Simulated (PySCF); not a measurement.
PySCF job for GeH₂FCl, SMILES [GeH2]([F])[Cl], TDA-M06-2X/def2-SVPD. Geometry optimised at B3LYP-D3(BJ)/def2-TZVP.

```python
import numpy as np
from pyscf import gto, scf, dft, tdscf

mol = gto.M(
    atom='''
    Ge    0.36893411    0.43109928    0.00000000
    F    -1.08958164    1.38189444    0.00000000
    Cl   -0.24700393   -1.62965390    0.00000000
    H     1.09970502    0.73594479    1.30808344
    H     1.09970501    0.73594479   -1.30808345
    ''',
    basis='def2-SVPD',
    charge=0,
    spin=0,
    symmetry=True,
    max_memory=1600,
    verbose=4,
)
mf = dft.RKS(mol, xc='m06-2x').density_fit(auxbasis='def2-universal-jkfit')
mf.grids.level = 4
mf.conv_tol = 1e-9
mf.max_cycle = 100
mf.kernel()
mf.grids = dft.Grids(mol).set(level=2).build(with_non0tab=True)  # coarser grid for the response kernel
td = tdscf.TDA(mf)
td.singlet = True
td.nstates = 10
td.conv_tol = 1e-4
td.kernel(x0=td.get_init_guess(mf, 15))
td.analyze()
tt = tdscf.TDA(mf)
tt.singlet = False
tt.nstates = 4
tt.conv_tol = 1e-4
tt.kernel(x0=tt.get_init_guess(mf, 9))
tt.analyze(verbose=3)
```

Log of the run:

```
PySCF version 2.14.0

[INPUT] verbose = 4
[INPUT] num. atoms = 5
[INPUT] num. electrons = 60
[INPUT] charge = 0
[INPUT] spin (= nelec alpha-beta = 2S) = 0
[INPUT] symmetry True subgroup None
[INPUT] Mole.unit = angstrom
[INPUT] Symbol           X                Y                Z      unit          X                Y                Z       unit  Magmom
[INPUT]  1 Ge     0.368934110000   0.431099280000   0.000000000000 AA    0.697184425910   0.814659571697   0.000000000000 Bohr   0.0
[INPUT]  2 F     -1.089581640000   1.381894440000   0.000000000000 AA   -2.059010889954   2.611402024659   0.000000000000 Bohr   0.0
[INPUT]  3 Cl    -0.247003930000  -1.629653900000   0.000000000000 AA   -0.466769779391  -3.079599548829   0.000000000000 Bohr   0.0
[INPUT]  4 H      1.099705020000   0.735944790000   1.308083440000 AA    2.078141305609   1.390734095901   2.471919449679 Bohr   0.0
[INPUT]  5 H      1.099705010000   0.735944790000  -1.308083450000 AA    2.078141286712   1.390734095901  -2.471919468576 Bohr   0.0

nuclear repulsion = 279.196788070208
point group symmetry = Cs
symmetry origin: [-6.29908747e-10  6.29908701e-09 -3.14954351e-10]
symmetry axis x: [1.00000000e+00 4.36283867e-11 1.38236867e-10]
symmetry axis y: [ 4.36283867e-11 -1.00000000e+00  1.11603359e-10]
symmetry axis z: [-1.38236867e-10  1.11603056e-10  1.00000000e+00]
num. orbitals of irrep A' = 69
num. orbitals of irrep A" = 35
number of shells = 42
number of NR pGTOs = 178
number of NR cGTOs = 104
basis = def2-SVPD
ecp = {}


******** <class 'pyscf.df.df_jk.DFSymAdaptedRKS'> ********
method = DFSymAdaptedRKS
initial guess = minao
damping factor = 0
level_shift factor = 0
DIIS = <class 'pyscf.scf.diis.CDIIS'>
diis_start_cycle = 1
diis_space = 8
diis_damp = 0
SCF conv_tol = 1e-09
SCF conv_tol_grad = None
SCF max_cycles = 100
direct_scf = False
XC library pyscf.dft.libxc version 7.1.2
    S. Lehtola, C. Steigemann, M. J. T. Oliveira, and M. A. L. Marques,  SoftwareX 7, 1–5 (2018)
XC functionals = m06-2x
    Y. Zhao and D. G. Truhlar,  Theor. Chem. Acc. 120, 215 (2008)
    Y. Zhao and D. G. Truhlar,  Theor. Chem. Acc. 120, 215 (2008)
radial grids:
    Treutler-Ahlrichs [JCP 102, 346 (1995); DOI:10.1063/1.469408] (M4) radial grids

becke partition: Becke, JCP 88, 2547 (1988); DOI:10.1063/1.454033
pruning grids: <function nwchem_prune>
grids dens level: 4
symmetrized grids: True
atomic radii adjust function: <function treutler_atomic_radii_adjust>
small_rho_cutoff = 0
Freeze 0 electrons in irreps []
    60 free electrons in irreps A' A"
Set gradient conv threshold to 3.16228e-05
Initial guess from minao.
tot grids = 119128
******** <class 'pyscf.df.df.DF'> ********
auxbasis = def2-universal-jkfit
init E= -2637.15396711029
HOMO (A") = -0.355296781554838  LUMO (A') = -0.0230694185301972  gap/eV = 9.04037
cycle= 1 E= -2637.7398437944  delta_E= -0.586  |g|= 0.568  |ddm|= 2.43
HOMO (A') = -0.373643097513842  LUMO (A') = -0.0191249363993653  gap/eV = 9.64693
cycle= 2 E= -2637.72070325929  delta_E= 0.0191  |g|= 0.719  |ddm|= 1.09
HOMO (A") = -0.38965070252988  LUMO (A') = 0.0013999319434137  gap/eV = 10.64103
cycle= 3 E= -2637.80801239389  delta_E= -0.0873  |g|= 0.0525  |ddm|= 0.526
HOMO (A") = -0.392967839702004  LUMO (A') = 0.00744701559362548  gap/eV = 10.89584
cycle= 4 E= -2637.80855772464  delta_E= -0.000545  |g|= 0.0243  |ddm|= 0.0904
HOMO (A") = -0.390486447467104  LUMO (A') = 0.00790162460142918  gap/eV = 10.84069
cycle= 5 E= -2637.80868128957  delta_E= -0.000124  |g|= 0.00366  |ddm|= 0.0267
HOMO (A") = -0.390640584823744  LUMO (A') = 0.0076047079825301  gap/eV = 10.83681
cycle= 6 E= -2637.80868373989  delta_E= -2.45e-06  |g|= 0.000957  |ddm|= 0.00454
HOMO (A") = -0.390730565466918  LUMO (A') = 0.00755973259509268  gap/eV = 10.83803
cycle= 7 E= -2637.80868387973  delta_E= -1.4e-07  |g|= 0.000199  |ddm|= 0.00114
HOMO (A") = -0.390699668092338  LUMO (A') = 0.00756128104998099  gap/eV = 10.83723
cycle= 8 E= -2637.80868389504  delta_E= -1.53e-08  |g|= 4.47e-05  |ddm|= 0.00049
HOMO (A") = -0.390707510516415  LUMO (A') = 0.0075611565039102  gap/eV = 10.83744
cycle= 9 E= -2637.80868389595  delta_E= -9.17e-10  |g|= 1.22e-05  |ddm|= 0.000105
HOMO (A") = -0.390703972164537  LUMO (A') = 0.0075627198657906  gap/eV = 10.83739
Extra cycle  E= -2637.80868389598  delta_E= -2.82e-11  |g|= 7.78e-06  |ddm|= 2.67e-05
converged SCF energy = -2637.80868389598
tot grids = 47136


******** <class 'pyscf.tdscf.rks.TDA'> for <class 'pyscf.df.df_jk.DFSymAdaptedRKS'> ********
nstates = 10 singlet
deg_eia_thresh = 1.000e-03
wfnsym = None
conv_tol = 0.0001
eigh lindep = 1e-12
eigh level_shift = 0
eigh max_cycle = 100


Excitation energies (eV)
[7.50372803 7.8475632  7.89587983 8.61708387 8.66734648 9.04469062
 9.16092834 9.19173357 9.28184754 9.65026293]

** Singlet excitation energies and oscillator strengths **
Excited State   1:   A"      7.50373 eV    165.23 nm  f=0.0301
      30 -> 31        0.60000
      30 -> 32       -0.27248
      30 -> 33       -0.16686
      30 -> 39       -0.11954
Excited State   2:   A'      7.84756 eV    157.99 nm  f=0.0238
      29 -> 31       -0.58866
      29 -> 32        0.28212
      29 -> 33        0.12990
      29 -> 34        0.13641
      29 -> 39        0.12410
Excited State   3:   A"      7.89588 eV    157.02 nm  f=0.0005
      30 -> 31       -0.25865
      30 -> 32       -0.61962
      30 -> 33        0.10189
Excited State   4:   A'      8.61708 eV    143.88 nm  f=0.0052
      28 -> 31       -0.19172
      28 -> 32        0.10760
      29 -> 31        0.25401
      29 -> 32        0.59377
Excited State   5:   A"      8.66735 eV    143.05 nm  f=0.0214
      30 -> 31        0.17426
      30 -> 33        0.64512
      30 -> 34       -0.15198
Excited State   6:   A"      9.04469 eV    137.08 nm  f=0.0004
      27 -> 31       -0.62543
      27 -> 33        0.13995
      30 -> 33        0.12708
      30 -> 34        0.20866
Excited State   7:   A'      9.16093 eV    135.34 nm  f=0.0399
      29 -> 31       -0.11869
      29 -> 33       -0.66057
      29 -> 34        0.11305
      29 -> 39        0.12673
Excited State   8:   A"      9.19173 eV    134.89 nm  f=0.0000
      25 -> 32        0.10950
      27 -> 32        0.64866
      27 -> 38        0.11761
Excited State   9:   A'      9.28185 eV    133.58 nm  f=0.0223
      26 -> 32       -0.10238
      28 -> 31        0.37577
      28 -> 32        0.54382
      28 -> 33       -0.12424
Excited State  10:   A'      9.65026 eV    128.48 nm  f=0.3686
      28 -> 31       -0.46053
      28 -> 32        0.30854
      29 -> 32       -0.12544
      29 -> 33        0.10265
      30 -> 37        0.29641
      30 -> 40        0.14133

** Transition electric dipole moments (AU) **
state          X           Y           Z        Dip. S.      Osc.
  1        -0.0000     -0.0000     -0.4047      0.1638      0.0301
  2         0.3427      0.0782     -0.0000      0.1236      0.0238
  3        -0.0000     -0.0000      0.0508      0.0026      0.0005
  4         0.1430     -0.0644      0.0000      0.0246      0.0052
  5        -0.0000      0.0000     -0.3172      0.1006      0.0214
  6        -0.0000     -0.0000     -0.0438      0.0019      0.0004
  7        -0.2665      0.3271     -0.0000      0.1780      0.0399
  8        -0.0000     -0.0000      0.0068      0.0000      0.0000
  9         0.2147     -0.2277      0.0000      0.0979      0.0223
 10         0.5109      1.1393      0.0000      1.5590      0.3686

** Transition velocity dipole moments (imaginary part, AU) **
state          X           Y           Z        Dip. S.      Osc.
  1        -0.0000     -0.0000     -0.1432      0.0205      0.0496
  2         0.1212     -0.0076     -0.0000      0.0147      0.0341
  3        -0.0000      0.0000     -0.0136      0.0002      0.0004
  4         0.0651      0.0058      0.0000      0.0043      0.0090
  5        -0.0000     -0.0000     -0.1026      0.0105      0.0220
  6        -0.0000     -0.0000     -0.0037      0.0000      0.0000
  7        -0.0676      0.1017      0.0000      0.0149      0.0295
  8         0.0000      0.0000     -0.0376      0.0014      0.0028
  9         0.0861     -0.0446     -0.0000      0.0094      0.0184
 10         0.1520      0.3391      0.0000      0.1381      0.2596

** Transition magnetic dipole moments (imaginary part, AU) **
state          X           Y           Z
  1        -0.8517      0.1793      0.0000
  2        -0.0000     -0.0000     -0.4282
  3         0.2951      1.0546     -0.0000
  4         0.0000     -0.0000      0.2730
  5         1.3014     -0.6149     -0.0000
  6        -0.7880     -0.0687      0.0000
  7        -0.0000     -0.0000      0.6906
  8         0.1396      1.0423     -0.0000
  9         0.0000     -0.0000      1.3714
 10        -0.0000     -0.0000     -0.5546


******** <class 'pyscf.tdscf.rks.TDA'> for <class 'pyscf.df.df_jk.DFSymAdaptedRKS'> ********
nstates = 4 triplet
deg_eia_thresh = 1.000e-03
wfnsym = None
conv_tol = 0.0001
eigh lindep = 1e-12
eigh level_shift = 0
eigh max_cycle = 100


Excitation energies (eV)
[7.03101207 7.35887617 7.63377208 8.11220954]

** Triplet excitation energies and oscillator strengths **
Excited State   1:   A"      7.03101 eV    176.34 nm  f=0.0000
Excited State   2:   A'      7.35888 eV    168.48 nm  f=0.0000
Excited State   3:   A"      7.63377 eV    162.42 nm  f=0.0000
Excited State   4:   A"      8.11221 eV    152.84 nm  f=0.0000
```

The calculation finished and met its thresholds.
